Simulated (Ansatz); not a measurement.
Consider the formal exchange of groups at a B–O bond: `BOBF` + `[CH3][GeH2][CH3]` → `B[CH2][GeH2][CH3]` + `OBF`.

Gas-phase electronic energies from Ansatz, PBE0-D4/def2-TZVP geometries. CCSD(T)/CBS is the MP2 limit (def2-TZVPP, def2-QZVPP) plus CCSD(T) − MP2 in def2-TZVPP, frozen cores. This one scheme is used for every species. Functionals use def2-TZVPP. For Ge outer-core shells are correlated without core-valence functions, which leaves a few kJ/mol of doubt a bond. Scalar relativity is left out up to krypton. One conformer a species, not always the lowest.

Q: Is it downhill or uphill in electronic energy at CCSD(T)/CBS, and by how much? (An estimate is asked.)

A: Ansatz gave: Uphill: ΔE = +88.9 kJ/mol.

Q: What do these levels give: PBE-D4, r2SCAN-D4, ωB97X-V, B2PLYP, PBE, r2SCAN, MP2/def2-TZVPP, SCS-MP2/def2-TZVPP, CCSD(T)/def2-TZVPP, HF/def2-QZVPP, SCS-MP2/def2-QZVPP, HF/CBS(def2)? (Estimate.)

A: The calculation gave: PBE-D4 77.5, r2SCAN-D4 85.7, ωB97X-V 92.2, B2PLYP 95.6, PBE 80.2, r2SCAN 86.4, MP2/def2-TZVPP 88.0, SCS-MP2/def2-TZVPP 94.3, CCSD(T)/def2-TZVPP 89.8, HF/def2-QZVPP 118.7, SCS-MP2/def2-QZVPP 94.5, HF/CBS(def2) 118.9 kJ/mol.

Largest T1 diagnostic among the species: 0.013.

The D4 term adds −4.2 kJ/mol with B3LYP and −2.3 kJ/mol with PBE0; it sums over pairs of atoms, weighted by their polarisabilities, and B3LYP, whose exchange is more repulsive, gets the larger term. In def2-TZVPP, CCSD(T) changes the Hartree–Fock value by −27.6 kJ/mol (the triples alone add −3.6 kJ/mol) and MP2 by −29.3 kJ/mol. From PBE to PBE0 (25 % exact exchange), in def2-TZVPP and without D4, ΔE moves by +4.6 kJ/mol.

B3LYP here is the variant with VWN-RPA as its local correlation; programs differ in this.
